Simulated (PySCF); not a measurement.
Bonds (- single, = double, # triple, : aromatic): C1-O2, O2-C3, C3-F4, C3-C5, C5=C6, C6-C7, C7-F8, C7-F9, C7-F10. C1 carries H11, H12, H13; C3 carries H14; C5 carries H15; C6 carries H16. Stereochemistry as in CO[C@@H](F)/C=C\C(F)(F)F.

Geometry: GFN2-xTB; GIAO shifts from PySCF 2.14, gas phase, non-relativistic, averaged over equivalent atoms.

At B3LYP/pcSseg-1 (200 basis functions, about 70 core-seconds):
| atoms | δ (ppm) |
| --- | --- |
| C5 | 151.8 |
| C7 | 134.0 |
| C6 | 132.6 |
| C3 | 115.2 |
| C1 | 59.7 |
| O2 | 92.8 |
| F8/F9/F10 | -74.2 |
| F4 | -161.9 |
| H15 | 6.46 |
| H14 | 6.23 |
| H16 | 6.01 |
| H11/H12/H13 | 3.85 |

Chemical shifts δ = σref − σ; 13C (σref 181.92), 1H (σref 31.83) against TMS; 17O (σref 335.74) vs H2O; 19F (σref 165.53) vs CFCl3, all at this level.

Estimate the result of repeating the calculation with OPBE/6-31++G**.

Results:


| atoms | δ at OPBE/6-31++G** | change |
| --- | --- | --- |
| C5 | 135.3 | -16.5 |
| C7 | 127.6 | -6.4 |
| C6 | 119.0 | -13.6 |
| C3 | 109.0 | -6.2 |
| C1 | 57.3 | -2.4 |
| O2 | 85.8 | -7.0 |
| F8/F9/F10 | -79.4 | -5.2 |
| F4 | -158.1 | +3.8 |
| H15 | 6.69 | +0.23 |
| H14 | 6.59 | +0.36 |
| H16 | 6.39 | +0.38 |
| H11/H12/H13 | 3.82 | -0.03 |

Referencing at the same level of theory: 13C (σref 198.39), 1H (σref 31.84) vs TMS; 17O (σref 337.37) against H2O; CFCl3 for 19F (σref 167.34).

The largest change is at C5 (alkene CH). Cost: 216 basis functions, roughly 2.7 core-minutes. The order of the carbon signals is the same at both levels.

Unscaled 19F shifts against computed CFCl3 carry errors that often reach 10 to 50 ppm. Experimental scales use liquid or dissolved standards, which lie at an offset from isolated H2O (liquid H2O: subtract about 36 ppm).
